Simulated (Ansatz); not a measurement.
C₃H₇Cl₃GeO⁺, that is GeCl3(OiPr) with one electron fewer. Total charge 1; doublet. Geometry r2SCAN-D4/def2-SVP, that of the neutral singlet; atoms count from 1.

```xyz
15

Ge   -0.4557    1.2229   -1.8508
Cl    0.7937    2.2910   -3.2031
Cl   -1.6909   -0.1210   -2.9729
Cl   -1.7380    2.5734   -0.7848
O     0.6006    0.3786   -0.7466
C     0.2092    0.0057    0.5960
C     1.4760   -0.4825    1.2713
C    -0.8941   -1.0386    0.5673
H    -0.1573    0.9127    1.1141
H     1.8612   -1.3764    0.7564
H     1.2739   -0.7399    2.3223
H     2.2520    0.2960    1.2422
H    -1.8139   -0.6417    0.1087
H    -0.5720   -1.9196   -0.0102
H    -1.1447   -1.3607    1.5900
```

Question: Estimate the Mulliken populations from the PBE0/def2-TZVP orbitals of Ansatz.

Answer: 
```tsv
atom	charge (e)	spin (α − β)
Ge1	0.81	-0.04
Cl2	-0.10	0.07
Cl3	-0.09	0.12
Cl4	-0.14	0.00
O5	-0.07	0.57
C6	-0.01	0.03
C7	-0.34	0.00
C8	-0.35	0.13
H9	0.20	0.08
H10	0.17	0.01
H11	0.17	0.00
H12	0.18	0.01
H13	0.18	0.00
H14	0.19	0.01
H15	0.20	0.01
```
Mulliken values depend strongly on the basis.

Question: Where does the spin sit?

Answer: Summed by element: Ge -0.04, Cl 0.19, O 0.57, C 0.16, H 0.12, of 1 unpaired in all. Largest on single atoms: O5 0.57, C8 0.13, Cl3 0.12.

Question: And the Mayer bond orders between heavy atoms (over 0.3)?

Answer: Ge1–Cl2 1.17 (2.13 Å); Ge1–Cl3 1.12 (2.14 Å); Ge1–Cl4 1.14 (2.15 Å); Ge1–O5 0.88 (1.75 Å); O5–C6 0.97 (1.45 Å); C6–C7 1.04 (1.52 Å); C6–C8 0.91 (1.52 Å).
